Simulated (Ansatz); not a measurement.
## Interaction energy ladder

The pair of SiH3Cl (SMILES [SiH3]Cl, atoms 1–5) and H2Te (SMILES [TeH2], atoms 6–8), both closed shells, in one local arrangement (a lower one may exist), relaxed at PBE0-D4/def2-TZVP:

```
atom    x (Å)    y (Å)    z (Å)
 Si1   0.1309  -0.1002  -1.6508
 Cl2   1.4938   1.1788  -0.7804
  H3   0.5000  -1.4893  -1.3022
  H4   0.2054   0.1057  -3.1164
  H5  -1.2184   0.2366  -1.1470
 Te6   0.2513  -0.3299   2.3588
  H7  -0.9028  -0.7528   3.4720
  H8  -0.4603   1.1511   2.1660
```

Ansatz 0.2.0; basis: def2-TZVPPD, with def2-QZVPPD for the basis limit; cores frozen in the correlated methods. Filled d shells of the heavier atoms are correlated. Core potentials replace the inner electrons of the atoms past krypton. The def2 sets are not built for correlating such inner shells, so the correlated values are less sure here. Extrapolation: Hartree–Fock as exp(−7.88 √X), correlation as X^−2.97. Interaction energies count from these two fragments, frozen as in the pair, with the counterpoise correction; negative means bound.

**Question.** What is the interaction energy by CCSD(T) at an estimated basis limit (MP2 extrapolated from triple and quadruple zeta, plus CCSD(T) − MP2 in triple zeta)? (Judge from chemistry; the value comes from the calculation.)

**Answer.** By the calculation: -2.31 kcal/mol. Hartree–Fock alone gives 1.10 kcal/mol at the basis limit, so without correlation the pair would not bind at this distance. Plain CCSD(T) in triple zeta gives -1.60 kcal/mol; the step to the limit is large here, so the limit is uncertain. It counts from the two fragments frozen as in the pair.

Basis-set superposition shift (counterpoise-corrected less uncorrected): CCSD(T) 0.82; MP2 0.81; HF 0.06; PBE0-D4 0.06; wB97M-V 0.08 kcal/mol.

T1 diagnostic: at most 0.011.

For scale, one of the runs: CCSD(T)/def2-TZVPPD, 243 basis functions, launched by `ansatz run in.yaml --threads 4 --pin off --events-out ev --progress --plain --max-ram 9574MiB`. Hardware: 4 CPU threads of an Arm Neoverse V2, shared host. Wall time 2.4 min; peak host memory 4.7 GiB.
